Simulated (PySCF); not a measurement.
C6H7F2 (doublet state).
Cartesian coordinates in Å at the GFN2-xTB level; atoms count from 1:
```
atom  x, y, z in Å
F1     2.1848   -0.3953    1.1127
C2     1.5515   -0.5973   -0.0668
F3     1.5330   -1.9362   -0.2672
C4     0.1428   -0.0430   -0.0205
C5    -0.8730   -0.1142   -1.1703
C6    -1.5029    0.6056    0.0328
C7    -0.9487   -0.4727    0.9747
C8    -0.2189    1.4311    0.2137
H9     2.1629   -0.1425   -0.8633
H10   -1.2594   -1.0961   -1.4225
H11   -0.6606    0.4818   -2.0524
H12   -0.7962   -0.1996    2.0136
H13   -1.3380   -1.4795    0.8665
H14    0.0378    2.1322   -0.5743
H15   -0.0196    1.8337    1.2012
```

The hyperfine couplings belong to this conformer and change with its torsions.

Identity: `FC(F)C12C[C](C1)C2` [radical].

Level of theory: PySCF, UKS B3LYP, pcH-1 on C F H, non-relativistic, mean-field spin-orbit, GIAO. The structure is a single GFN2-xTB conformer in the gas phase; no vibrational or solvent corrections. A GFN2-xTB geometry isn't a minimum of the functional, and hyperfine couplings can be far from their values at a DFT geometry. Stability of the SCF solution: not tested.

Q: Match the computed a_iso(13C) values +347.0, +115.8, +78.8, +10.2 MHz (means over equivalent nuclei) with the sites C2; C4; C5/C7/C8; C6.

A: 
| site | a_iso (MHz) | ρ(0) (bohr⁻³) | position | distance from C6 (Å) | spin population | largest \|T\| (MHz) |
| --- | --- | --- | --- | --- | --- | --- |
| C2 | +115.8 | +0.1030 | 3 bonds from C6 | 3.28 | +0.06 | 16.9 |
| C4 | +78.8 | +0.0701 | 2 bonds from C6 | 1.77 | +0.02 | 4.4 |
| C5/C7/C8 | +10.2 | +0.0091 | 1 bond from C6 | 1.54 | +0.04 | 15.8 |
| C6 | +347.0 | +0.3087 | largest spin population | 0.00 | +0.80 | 128.9 |

Q: The isotropic 1H couplings, averaged over equivalent nuclei, are -2.4, +0.4 MHz. Assign them to H9; H10 (×6).

A: 
| site | a_iso (MHz) | ρ(0) (bohr⁻³) | position | distance from C6 (Å) | bound to | spin population there | largest \|T\| (MHz) |
| --- | --- | --- | --- | --- | --- | --- | --- |
| H9 | +0.4 | +0.0001 | 4 bonds from C6 | 3.85 | C2 | +0.06 | 5.5 |
| H10 (×6) | -2.4 | -0.0005 | β, 2 bonds from C6 | 2.25 | C5/C7/C8 | +0.04 | 9.6 |

ρ(0) is the spin density at the nucleus and T the dipolar tensor; entries for several nuclei are means. Largest spin populations (Mulliken): C6 (+0.80) and C2 (+0.06). C6 is the only atom above +0.15. The angles at C6 add up to 270.5°, so it is pyramidal.

Class means assume fast exchange of nuclei equivalent by connectivity; if that motion is slow, each nucleus keeps its own coupling.
